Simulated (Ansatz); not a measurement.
`CB(Cl)[SeH]`. Charge 0, multiplicity 1.

Cartesian coordinates in Å:
```
C -0.641 -0.612 -0.292
B 0.054 0.739 0.042
Cl -0.793 2.252 -0.276
Se 1.817 0.937 0.802
H -1.580 -0.688 0.267
H -0.919 -0.632 -1.350
H -0.036 -1.493 -0.074
H 2.098 -0.503 0.881
```

(1) List the harmonic frequencies (cm⁻¹, unscaled) at PBE0-D4/def2-TZVP in Ansatz. (Estimate.)

(2) Is this a minimum?

(3) Give the ideal-gas thermochemistry at 298.15 K and 1 bar (rigid rotor, harmonic oscillator; point group Cs, symmetry number 1).

(4) Rotational constants (cm⁻¹)?

Results:

(1) The calculation gave: 72, 196, 254, 349, 400, 472, 721, 777, 839, 1012, 1107, 1332, 1447, 1448, 2443, 3043, 3105, 3148.

(2) Yes, all 18 modes are real.

(3) Zero-point energy 132.6 kJ/mol; H(298) − E = 150.6 kJ/mol; entropy 334.6 J/(mol·K), of which translation 170.6, rotation 114.9, vibration 49.1; G(298) − E = 50.8 kJ/mol. Modes under 100 cm⁻¹ are hindered rotations or soft bends, so the harmonic entropy is rough.

(4) 0.1821, 0.06408, 0.04781.
